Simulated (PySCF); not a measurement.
B3LYP has the VWN-RPA correlation part, as in Gaussian. Excitations are Tamm–Dancoff values on a coarser integration grid. The basis has no diffuse functions, so Rydberg states are missing or too high.

Cartesian coordinates (Å):
SMILES: BrBBr
```xyz
4

Br     1.5897    -0.6785     0.8953
B      0.0051     0.1629     0.2647
Br    -1.6370    -0.7852     0.1203
H      0.0422     1.3008    -0.0460
```
Charge 0, spin multiplicity 1.

Predict the T1 excitation (TDA), S1–T1 gap (TDA), HOMO–LUMO gap, HOMO, total energy, S1 excitation (TDA), brightest of the four lowest singlets (TDA) and LUMO from B3LYP-D3(BJ)/def2-TZVP in PySCF.


```json
{
  "T1 excitation (TDA)": "4.63 eV",
  "S1–T1 gap (TDA)": "0.17 eV",
  "HOMO–LUMO gap": "6.04 eV",
  "HOMO": "-8.27 eV",
  "total_energy": "-5173.8961 Ha",
  "S1 excitation (TDA)": "4.80 eV",
  "brightest of the four lowest singlets (TDA)": "5.89 eV",
  "LUMO": "-2.23 eV"
}
```
